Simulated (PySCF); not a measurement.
Static response to an electric field

Species: C5H10SSi.
Atom-mapped SMILES: `[CH3:1]/[CH:2]=[CH:3]/[CH:4]=[CH:5]\[S:6][SiH3:7]` (hydrogens: H8, H9, H10 on C1; H11 on C2; H12 on C3; H13 on C4; H14 on C5; H15, H16, H17 on Si7)

Structure used (GFN2-xTB), in Å, numbered top down from 1:
```xyz
17
C5H10SSi angstrom
C     -3.2953   -0.7506    1.1917
C     -2.3519   -0.6223    0.0471
C     -1.0706   -0.2690    0.1552
C     -0.1783   -0.1518   -0.9661
C      1.1091    0.2001   -0.8935
S      1.9479    0.5871    0.6048
Si     3.9078    1.0286   -0.1564
H     -4.1421   -0.0764    1.0599
H     -3.6924   -1.7650    1.2419
H     -2.8031   -0.5181    2.1324
H     -2.7680   -0.8390   -0.9293
H     -0.6435   -0.0501    1.1245
H     -0.5895   -0.3678   -1.9442
H      1.7209    0.2676   -1.7792
H      3.7819    2.1396   -1.0945
H      4.3988   -0.1625   -0.8421
H      4.6611    1.3619    1.0377
```

Level: CAM-B3LYP/def2-SVPD (PySCF), static field, nuclei fixed, core orbitals frozen in the response. The polarisability tensor in these axes (au):

```
x   186.23  28.30  -5.88
y    28.30  85.51   0.35
z    -5.88   0.35  95.63
```

Problem. Give the principal values, the mean and the anisotropy Δα = √{½[(α1 − α2)² + (α2 − α3)² + (α1 − α3)²]}.

Solution. Principal values 77.91, 95.50 and 193.96 au; mean 122.46 au = 18.15 Å³ = 20.19 × 10⁻⁴⁰ C²·m²/J; Δα = 108.33 au (88 % of the mean).

Problem. What is the dipole moment, and where does it point?

Solution. (0.15, -0.06, -0.89) D, 0.90 D in size, pointing from the negative to the positive side. Measured along this direction, the outermost atoms are H10 at the negative end and H14 at the positive end.

Problem. What are the principal values of the traceless quadrupole moment, Θ = ½Σq(3rr − r²1), about the centre of nuclear charge?

Solution. -9.95, -1.76, 11.71 D·Å. The values depend on the origin, since the dipole doesn't vanish. The electronic extent ⟨r²⟩ about the same centre is 2035 bohr², a root-mean-square distance of 2.85 Å for the 70 electrons.

Problem. Find the Langevin capture rate constant for H3+ (3.023 u) meeting this molecule (130.027 u), k = 2.342 × 10⁻⁹ cm³/s × √(α in Å³ / reduced mass in u).

Solution. The reduced mass is 2.95 u, so k = 5.80 × 10⁻⁹ cm³/s. The formula leaves out the permanent dipole, which adds to the capture rate.

Problem. In TDDFT the mean static polarisability is Σ f/ω² over all singlet excitations (ω in hartree). How much of it do the 8 lowest give? Their energies (eV) and oscillator strengths: 4.90, 0.6896; 5.21, 0.0038; 5.58, 0.0016; 6.02, 0.0087; 6.27, 0.0059; 6.33, 0.0001; 6.54, 0.0008; 6.59, 0.0720.

Solution. They add up to 22.98 au, 18.8 % of the 122.46 au; the largest single term is 21.30 au, from the state at 4.90 eV. Terms in order: 21.30, 0.10, 0.04, 0.18, 0.11, 0.00, 0.01, 1.23 au. Higher excitations give the rest. The strengths listed sum to 0.783.

Problem. How large is μ²/3kT at 250 K beside α?

Solution. In Gaussian units μ²/3kT = 7.83 Å³ against 18.15 Å³, a ratio of 0.43; the Debye molar polarisation (4π/3)N_A(α + μ²/3kT) is 65.5 cm³/mol, leaving out the vibrational part.

Isolated species at its GFN2-xTB geometry (one conformer only).

These values come from a run that also computed excited states. On one thread, Intel Xeon at 2.50 GHz (x86_64), on a shared host, this took 1.9 min of wall time and 1.1 GiB of memory at its peak.
